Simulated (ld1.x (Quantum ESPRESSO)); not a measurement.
**Before and after: RRKJ potential for Cr (Z = 24)**

```
Element                 : chromium (Cr)
Generator               : ld1.x (Quantum ESPRESSO) 7.5
Type                    : norm-conserving RRKJ (Kleinman–Bylander form)
Functional              : Wu–Cohen
Relativity              : scalar-relativistic
Frozen core             : [Ne]
Valence charge          : 14
Reference configuration : 3s2 3p6 3d5 4s0 4p0 (charge +1)
Partial waves           : 3p (bound): rc 1.25 bohr; 3d (bound): rc 1.00 bohr; 3s (bound): rc 0.95 bohr
Local potential         : the s channel
Core correction         : Bessel-smoothed model core inside 0.65 bohr
rho0                    : 0.001
```

Change: all radii but the core radius scaled by about 1.27 (s 1.20, p 1.58, d 1.28 bohr).

Cutoffs: the cutoffs (Ry, on a coarse ladder) from which the occupation-weighted sum of valence levels, in a spherical-Bessel basis at the reference potential, stays within 10 and 1 mRy of its value at 400 Ry; they do not see the model core or the augmentation charge, which bear on the density cutoff. Errors are all-electron minus pseudo energies relative to the spin-unpolarised reference configuration.

Predict the effect on cutoff, ghosts and configuration errors.

The potential gets softer (160 Ry and 260 Ry → 100 Ry and 140 Ry); of the 7 tests that both files solve, the error grows in 7 and shrinks in 0 by more than 15 % and 0.3 meV (median size 21.4 → 88.0 meV); neither file shows a bound ghost. A larger radius leaves more room for a smooth pseudo-wave, so fewer plane waves are needed. More of the atom is replaced by a form fitted at one configuration, so other configurations suffer.

```tsv
quantity	base	changed
cutoff, loose	160 Ry	100 Ry
cutoff, tight	260 Ry	140 Ry
loose cutoff by channel (10 mRy a level)	p 45 Ry, d 140 Ry, s 140 Ry	p 40 Ry, d 90 Ry, s 55 Ry
bound ghosts	none	none
error for 3s2 3p6 3d5 4s1 4p0, meV [ΔE -6.84 eV]	+48	+194
error for 3s2 3p6 3d4 4s0 4p0, meV [ΔE 16.02 eV]	+1.3	+4.2
error for 3s2 3p6 3d3 4s0 4p0, meV [ΔE 46.75 eV]	+14	+49
error for 3s2 3p6 3d4 4s1 4p1, meV [ΔE -3.28 eV]	+80	+306
error for 3s2 3p6 3d5 4s0 4p1, meV [ΔE -3.67 eV]	+6.1	+16
error for 3s2 3p6 3d5 4s0.5 4p0, meV [ΔE -4.14 eV]	+28	+113
error for 3s2 3p6 3d5.5 4s0.5 4p0, meV [ΔE -6.12 eV]	+21	+88
```
